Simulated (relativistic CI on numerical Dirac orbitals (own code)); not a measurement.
**Cr²⁺: resonant inelastic scattering at the L2,3 edge**

Computed with this model: Dirac-Coulomb-Breit CI, orbitals from a KLI potential per configuration, QED by a radiative potential, valence Slater integrals scaled by 0.8, Kramers-Heisenberg scattering through one core-hole configuration in a parametric crystal field; configurations [Ar] 3d4 → [He] 2s2 2p5 3s2 3p6 3d5; 300 K; core-hole width 0.24 eV; summed over polarisations. Incident energies are the highest absorption maxima for each field (at most a few, so the weaker spin-orbit partner edge can be absent), on the computed scale of the free ion. Intensities are in per cent of the strongest line above 0.02 eV; levels within 1 cm⁻¹ are merged; final levels count from the ground level, the first row holds all elastic scattering, lines under 0.4 are left out and each table stops after 24 rows. The scale of the Slater integrals is a model choice and moves the terms in proportion.

Field parameters in Wybourne normalisation: D3d B²₀ = −7Dσ, B⁴₀ = −14Dq − 21Dτ, B⁴₃ = −14√(10/7) Dq. The field is a parameter set, without covalency.

S is read from ⟨S²⟩ = S(S + 1).

D3d, 10Dq = 13600, Dσ = -1200, Dτ = 260 cm⁻¹:

| Final level (eV) | Degeneracy | Irrep | S | 576.1 eV | 578 eV | 578.9 eV |
| --- | --- | --- | --- | --- | --- | --- |
| 0.000 | 2 | E | 2.00 | 719.7 | 1394.6 | 570.4 |
| 0.001 | 1 | A1 | 2.00 | 37.9 | 94.9 | 84.8 |
| 0.003 | 1 | A2 | 2.00 | 35.1 | 139.1 | 49.5 |
| 0.005 | 2 | E | 2.00 | 59.0 | 211.8 | 82.5 |
| 0.008 | 2 | E | 2.00 | 87.7 | 225.9 | 84.3 |
| 0.010 | 2 | A1+A2 | 2.00 | 93.2 | 166.1 | 63.2 |
| 0.427 | 1 | A1 | 1.01 | 10.5 | 30.2 | 28.7 |
| 0.429 | 1 | A2 | 1.01 | 10.9 | 32.9 | 14.1 |
| 0.444 | 2 | E | 1.01 | 24.1 | 100.0 | 23.9 |
| 0.459 | 2 | E | 1.00 | 23.7 | 80.4 | 36.1 |
| 0.559 | 1 | A1 | 1.00 | 14.5 | 27.3 | 14.3 |
| 0.560 | 2 | E | 1.00 | 21.3 | 53.3 | 48.5 |
| 1.548 | 1 | A1 | 0.02 | 1.6 | 5.2 | 6.2 |
| 1.550 | 2 | E | 0.01 | 3.7 | 10.7 | 13.9 |
| 1.698 | 2 | E | 0.42 | 3.2 | 12.5 | 18.1 |
| 1.704 | 1 | A1 | 2.00 | 2.5 | 14.1 | 18.8 |
| 1.704 | 2 | E | 1.98 | 3.9 | 32.3 | 55.8 |
| 1.705 | 2 | E | 1.89 | 8.5 | 19.8 | 36.2 |
| 1.958 | 2 | A1+A2 | 1.98 | 5.9 | 36.0 | 76.7 |
| 1.968 | 2 | E | 1.98 | 4.9 | 42.6 | 72.3 |
| 1.977 | 2 | E | 1.98 | 5.1 | 40.2 | 46.6 |
| 1.985 | 2 | A1+A2 | 1.97 | 2.9 | 31.4 | 32.0 |
| 1.993 | 2 | E | 1.97 | 3.0 | 20.4 | 37.4 |
| 2.028 | 2 | E | 1.00 | 5.5 | 24.9 | 15.7 |

D3d, 10Dq = 13600, Dσ = -860, Dτ = 260 cm⁻¹:

| Final level (eV) | Degeneracy | Irrep | S | 576.1 eV | 578 eV | 578.9 eV |
| --- | --- | --- | --- | --- | --- | --- |
| 0.000 | 2 | E | 2.00 | 773.8 | 1571.7 | 639.9 |
| 0.001 | 1 | A1 | 2.00 | 35.2 | 101.1 | 101.6 |
| 0.003 | 1 | A2 | 2.00 | 36.6 | 162.5 | 61.6 |
| 0.004 | 2 | E | 2.00 | 61.1 | 231.2 | 96.5 |
| 0.007 | 2 | E | 2.00 | 88.2 | 245.2 | 100.9 |
| 0.009 | 2 | A1+A2 | 2.00 | 95.3 | 203.5 | 77.0 |
| 0.466 | 1 | A1 | 1.01 | 8.6 | 24.5 | 36.7 |
| 0.474 | 1 | A2 | 1.01 | 10.7 | 35.9 | 15.4 |
| 0.482 | 2 | E | 1.01 | 21.5 | 100.0 | 33.0 |
| 0.502 | 2 | E | 1.00 | 24.5 | 82.4 | 43.4 |
| 0.504 | 1 | A1 | 1.00 | 15.7 | 34.8 | 14.8 |
| 0.505 | 2 | E | 1.00 | 25.2 | 79.9 | 41.7 |
| 1.515 | 2 | E | 0.01 | 3.6 | 13.2 | 12.8 |
| 1.591 | 1 | A1 | 0.02 | 1.9 | 5.4 | 5.6 |
| 1.720 | 2 | E | 0.03 | 4.8 | 13.6 | 13.7 |
| 1.772 | 1 | A1 | 1.99 | 2.7 | 16.6 | 16.7 |
| 1.772 | 2 | E | 1.99 | 4.2 | 31.1 | 63.8 |
| 1.773 | 2 | E | 1.99 | 6.8 | 25.2 | 44.2 |
| 1.887 | 2 | A1+A2 | 1.99 | 6.2 | 38.0 | 90.2 |
| 1.897 | 2 | E | 1.99 | 5.3 | 48.1 | 76.7 |
| 1.905 | 2 | E | 1.99 | 6.1 | 37.7 | 46.6 |
| 1.913 | 1 | A2 | 1.99 | 2.4 | 16.2 | 8.4 |
| 1.914 | 1 | A1 | 1.99 | 0.6 | 10.2 | 22.1 |
| 1.921 | 2 | E | 1.99 | 3.5 | 17.2 | 41.0 |

D3d, 10Dq = 13600, Dσ = -510, Dτ = 260 cm⁻¹:

| Final level (eV) | Degeneracy | Irrep | S | 576.1 eV | 578 eV | 578.9 eV |
| --- | --- | --- | --- | --- | --- | --- |
| 0.000 | 2 | E | 2.00 | 734.4 | 1573.7 | 628.5 |
| 0.000 | 1 | A1 | 1.99 | 27.3 | 95.3 | 102.9 |
| 0.003 | 1 | A2 | 2.00 | 34.7 | 158.7 | 68.2 |
| 0.004 | 2 | E | 2.00 | 57.1 | 221.0 | 91.5 |
| 0.006 | 2 | E | 2.00 | 77.0 | 235.9 | 99.0 |
| 0.007 | 2 | A1+A2 | 2.00 | 84.5 | 223.4 | 77.7 |
| 0.432 | 1 | A1 | 1.01 | 10.9 | 23.3 | 22.0 |
| 0.435 | 2 | E | 1.01 | 20.8 | 72.0 | 38.1 |
| 0.516 | 1 | A2 | 1.01 | 9.6 | 34.6 | 14.9 |
| 0.518 | 1 | A1 | 1.00 | 10.1 | 30.2 | 31.7 |
| 0.531 | 2 | E | 1.00 | 21.7 | 100.0 | 33.2 |
| 0.543 | 2 | E | 1.00 | 23.4 | 86.6 | 40.1 |
| 1.475 | 2 | E | 0.01 | 3.2 | 14.3 | 11.3 |
| 1.625 | 1 | A1 | 0.02 | 2.0 | 5.1 | 5.0 |
| 1.743 | 2 | E | 0.02 | 4.4 | 12.7 | 14.2 |
| 1.819 | 2 | A1+A2 | 1.99 | 5.9 | 34.5 | 88.8 |
| 1.826 | 2 | E | 1.99 | 4.2 | 50.5 | 87.3 |
| 1.830 | 2 | E | 1.99 | 4.3 | 38.6 | 89.1 |
| 1.832 | 1 | A1 | 1.99 | 1.7 | 23.2 | 27.4 |
| 1.844 | 1 | A2 | 1.99 | 2.3 | 11.8 | 8.4 |
| 1.845 | 2 | E | 1.99 | 7.7 | 23.7 | 39.7 |
| 1.849 | 2 | E | 1.99 | 6.9 | 20.7 | 23.5 |
| 1.859 | 3 | A1+E | 1.99 | 2.9 | 14.7 | 17.7 |
| 2.018 | 2 | E | 1.00 | 6.8 | 18.5 | 14.8 |

For the first field the strongest loss at the lowest incident energy is the level at 0.44 eV (S = 1.01, against 2.00 in the thermal ground state). Levels of other spin, the first over 8 % at 0.43 eV, appear because spin-orbit coupling of the core hole, and in heavier ions of the valence shell too, mixes spins.
